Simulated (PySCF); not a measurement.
Compound: C₅H₉O₃ (doublet state).
Atom-mapped SMILES: `[CH3:1][O:2][C@@H:3]1[O:4][CH2:5][O:6][C:7]1[CH3:8]` (hydrogens: H9, H10, H11 on C1; H12 on C3; H13, H14 on C5; H15, H16, H17 on C8)

Geometry (GFN2-xTB, Å), atoms numbered from 1 in this order:
```
atom  x, y, z in Å
C1     2.4043   -0.4264    0.2669
O2     1.0113   -0.4831    0.4892
C3     0.2458    0.0081   -0.5836
O4     0.3482    1.4094   -0.7334
C5    -0.7047    1.9680   -0.0010
O6    -1.7419    1.0286    0.0531
C7    -1.2117   -0.1917   -0.3100
C8    -1.8361   -1.4351    0.1907
H9     2.6837   -1.0447   -0.5942
H10    2.7320    0.6020    0.0900
H11    2.8707   -0.8151    1.1694
H12    0.6018   -0.4428   -1.5255
H13   -1.0437    2.8787   -0.5070
H14   -0.3873    2.2088    1.0305
H15   -1.6805   -2.2442   -0.5207
H16   -2.9007   -1.2675    0.3289
H17   -1.3981   -1.7411    1.1469
```

The hyperfine couplings belong to this conformer and change with its torsions.

Theory: UKS B3LYP, pcH-1 on C H O, non-relativistic, mean-field spin-orbit, GIAO (PySCF). One conformer (not necessarily the lowest) at the GFN2-xTB geometry, without solvent, vibrations or thermal averaging. The geometry wasn't refined by DFT: couplings that depend on bond lengths, twists or pyramidal angles can differ widely from those at the functional's own minimum. The SCF solution wasn't tested for stability.

(1) The isotropic 17O couplings are -51.2, -31.9, -1.1 MHz. Assign them to O2; O4; O6.

(2) Match the computed a_iso(1H) values +59.5, +32.7, +23.4, +5.1, -0.3 MHz (means over equivalent nuclei) with the sites H9/H10/H11; H12; H13; H14; H15/H16/H17.

## Answers

(1) 
```tsv
site	a_iso (MHz)	ρ(0) (bohr⁻³)	position	distance from C7 (Å)	spin population	largest |T| (MHz)
O2	-51.2	+0.0844	2 bonds from C7	2.38	+0.01	7.2
O4	-1.1	+0.0018	2 bonds from C7	2.28	+0.01	2.7
O6	-31.9	+0.0526	1 bond from C7	1.38	+0.12	65.3
```

(2) 
```
       site  a_iso (MHz)  ρ(0) (bohr⁻³)            position  distance from C7 (Å)  bound to  spin population there  largest |T| (MHz)
 H9/H10/H11         -0.3        -0.0001     4 bonds from C7                  4.14        C1                  +0.01                2.1
        H12        +32.7        +0.0073  β, 2 bonds from C7                  2.20        C3                  -0.04                9.6
        H13         +5.1        +0.0011  γ, 3 bonds from C7                  3.08        C5                  -0.01                5.8
        H14        +23.4        +0.0052  γ, 3 bonds from C7                  2.87        C5                  -0.01                5.7
H15/H16/H17        +59.5        +0.0133  β, 2 bonds from C7                  2.12        C8                  -0.06                9.1
```

ρ(0) is the spin density at the nucleus and T the dipolar tensor; entries for several nuclei are means. The Mulliken spin populations are largest on C7 (+0.85), O6 (+0.12), H17 (+0.06) and C8 (-0.06). C7 is the only atom above +0.15. The angles at C7 add up to 353.1°, so it is slightly pyramidal.

Class means assume fast exchange of nuclei equivalent by connectivity; if that motion is slow, each nucleus keeps its own coupling. The three 1H nuclei of mean +59.5 MHz run from 13.7 to 124.7 MHz in the frozen geometry.
